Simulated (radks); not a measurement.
Species: Rh4+. Configuration: [Kr] 4d5.

Calculated with a radial shooting solver on a logarithmic mesh with Libxc functionals: Dirac Kohn-Sham, exchange-only PBE, spin-unpolarised, spherical densities, finite nucleus; open shells fill j = l - 1/2 first; Fermi nuclear charge, rms radius 4.4945 fm.

Energy parts (hartree):
| part | energy |
|---|---|
| total | -4778.89784 |
| kinetic | 4984.47220 |
| electron-nucleus | -11493.53484 |
| Hartree | 1865.03920 |
| exchange | -134.87441 |

Orbitals (lengths in bohr, moments of r in powers of bohr; <r^-3> diverges for s and p1/2):
\begin{tabular}{lrrrrr}
orbital & occ. & eigenvalue (hartree) & <r^-3> & <r^4> & <r^2> \\ \hline
1s1/2 & 2 & -848.1596 & - & 5.366e-06 & 0.001438 \\
2s1/2 & 2 & -124.6105 & - & 0.0009677 & 0.02368 \\
2p1/2 & 2 & -115.5235 & - & 0.0006350 & 0.01777 \\
2p3/2 & 4 & -110.2083 & 3021 & 0.0007232 & 0.01911 \\
3s1/2 & 2 & -23.85141 & - & 0.04694 & 0.1746 \\
3p1/2 & 2 & -20.29611 & - & 0.04723 & 0.1707 \\
3p3/2 & 4 & -19.38115 & 528.0 & 0.05248 & 0.1802 \\
3d3/2 & 4 & -13.08763 & 79.72 & 0.04984 & 0.1621 \\
3d5/2 & 6 & -12.90705 & 75.44 & 0.05154 & 0.1650 \\
4s1/2 & 2 & -4.90458 & - & 1.659 & 1.056 \\
4p1/2 & 2 & -3.80523 & - & 2.294 & 1.220 \\
4p3/2 & 4 & -3.65385 & 87.58 & 2.544 & 1.285 \\
4d3/2 & 4 & -1.96717 & 8.842 & 6.913 & 2.008 \\
4d5/2 & 1 & -1.94759 & 8.328 & 7.144 & 2.042 \\
\end{tabular}

The highest occupied level is 4d5/2 at -52.997 eV. For comparison, the ionisation energy in NIST's Atomic Spectra Database is 63 eV (theoretical). In exact Kohn-Sham theory the highest level is minus the ionisation energy, but local and semilocal functionals leave it too shallow, through self-interaction and a potential that decays too fast; potentials with the right tail come closer. Summed over all electrons, <r^2> = 22.98 bohr^2, which gives a Langevin (diamagnetic) susceptibility term of -18.2 x 10^-6 cm^3/mol.

Beside tabulated values, note that spin-unpolarised runs miss the spin-polarisation part of the exchange energy of open shells.
